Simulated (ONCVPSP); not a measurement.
**BLYP ONCV dataset for Bi (Z = 83), fully relativistic all-electron reference.**

* Element: Bi
* Generator: ONCVPSP 4.0.1
* Type: optimised norm-conserving Vanderbilt (ONCV)
* Functional: BLYP
* Relativity: fully relativistic
* Frozen core: [Xe] 4f14
* Valence charge: 15
* Reference configuration: 5d10 6s1 6p4
* Partial waves: 6s: rc 1.80 bohr, ncon 4, nbas 7, qcut 4.4 1/bohr, 2 projectors, debl 3.5 Ha; 6p: rc 2.50 bohr, ncon 4, nbas 7, qcut 3.8 1/bohr, 3 projectors, debl 1.6 Ha; 5d: rc 1.30 bohr, ncon 4, nbas 8, qcut 7.2 1/bohr, 3 projectors, debl 3.4 Ha
* Local potential: polynomial inside 0.90 bohr (lpopt 2, dvloc0 0 Ha)
* Core correction: Teter function, fcfact 2.5, rcfact 1.45

Open shells are filled in proportion to 2j + 1.

All-electron outer shells of the reference configuration (BLYP, scalar-relativistic, ld1.x):

```json
{"shell": "4f", "level (eV)": "-154.10", "outermost node (bohr)": "–", "outermost maximum (bohr)": "0.34"}
{"shell": "5p", "level (eV)": "-97.35", "outermost node (bohr)": "0.48", "outermost maximum (bohr)": "0.86"}
{"shell": "5d", "level (eV)": "-28.45", "outermost node (bohr)": "0.51", "outermost maximum (bohr)": "1.03"}
{"shell": "6s", "level (eV)": "-15.40", "outermost node (bohr)": "0.98", "outermost maximum (bohr)": "1.86"}
{"shell": "6p", "level (eV)": "-5.10", "outermost node (bohr)": "1.14", "outermost maximum (bohr)": "2.41"}
```

Question: Is a potential produced?

Answer: No. ONCVPSP 4.0.1 stopped with "ERROR pspot: first pseudo wave function has node, program will stop": the optimised pseudo-wave of the first projector has a node, so the radial equation cannot be inverted for a potential. It happened in the s channel.
